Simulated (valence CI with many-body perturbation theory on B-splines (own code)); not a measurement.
# Er LV: one-electron terms

Calculated by valence CI with perturbative core correlation (CI+MBPT): four valence electrons over a frozen Dirac-Fock core [Ne], radial functions for each j: 11 s, 11 p, 9 d, 7 f, 5 g, 2 h, 1 i, with the one-electron correlation potential Σ1 (screened to all orders), the two-electron term Σ2, the three-electron term Σ3, Breit, model QED; selected single and double excitations, second order for the rest (own B-spline code, finite nucleus).

The last digits are not significant, and no measured levels were compared; by estimate large intervals hold to a few tenths of a per cent, small ones and those within an open d or f shell to about a per cent.

These are the spectroscopic orbitals of the CI (the correlating ones are not listed), shaped by the core and the other valence electrons. h is the expectation value of the core's Dirac-Fock operator, without the valence repulsion; Σ1 is computed up to l = 3 at one energy for each symmetry, that of its lowest orbital but kept below the first core excitation, so for empty shells it is not the orbital's own correlation shift; Breit and QED include the response of the core.

```csv
Orbital,h (hartree),Σ1 (cm⁻¹),Breit (cm⁻¹),QED (cm⁻¹),⟨r⟩ (bohr)
3s1/2,-213.95,-7136,34752,28639,0.2059
4s1/2,-116.41,-2407,13493,11490,0.3813
5s1/2,-73,-1103,6436,5615,0.6128
6s1/2,-50.008,-603,3601,3164,0.8981
3p1/2,-208.77,-9293,58343,1165,0.1940
4p1/2,-114.24,-3066,22678,483,0.3725
5p1/2,-71.915,-1413,10984,243,0.6061
6p1/2,-49.389,-775,6180,139,0.8938
3p3/2,-199.44,-8047,32860,3763,0.2043
4p3/2,-110.43,-2757,12785,1521,0.3864
5p3/2,-70,-1292,6773,759,0.6234
6p3/2,-48.294,-714,3828,433,0.9145
3d3/2,-193.18,-9992,26881,-828,0.1752
4d3/2,-108.04,-2812,9712,-267,0.3608
5d3/2,-68.824,-1254,4612,-121,0.6009
3d5/2,-191.01,-8912,12907,364,0.1783
4d5/2,-107.1,-2498,4606,216,0.3647
5d5/2,-68.344,-1116,2245,121,0.6057
4f5/2,-105.81,-2431,978,-150,0.3181
5f5/2,-67.701,-1180,667,-79.8,0.5611
4f7/2,-105.41,-2312,281,68.7,0.3200
5f7/2,-67.495,-1116,190,32.2,0.5634
5g7/2,-67.366,,22.2,-36.0,0.4955
5g9/2,-67.246,,4.3,27.1,0.4969
```

Among the shells of the start configuration 3s2 3p2, Σ1 is largest in size for 3p1/2, where it is 0.020 % of h.

Lowest root of each symmetry, sizes in configuration state functions:

```tsv
J	Parity	Roots	Reference	Variational	Second order	Change by selected CI (cm⁻¹)	Change by second order (cm⁻¹)
0	even	8	39	17088	34392	-10823	0
1	even	10	69	39061	125973	-9386	-4
2	even	15	97	39992	202096	-10465	-30
3	even	10	70	39989	214095	-12862	-41
4	even	5	51	39994	193822	-12212	-33
5	even	2	19	23241	127504	-12011	-18
0	odd	3	28	11607	24378	-9879	-3
1	odd	8	72	33948	94784	-11707	-4
2	odd	9	83	39999	148805	-9141	-8
3	odd	5	67	39999	198996	-14747	-13
4	odd	2	41	28657	149363	-12971	-12
```
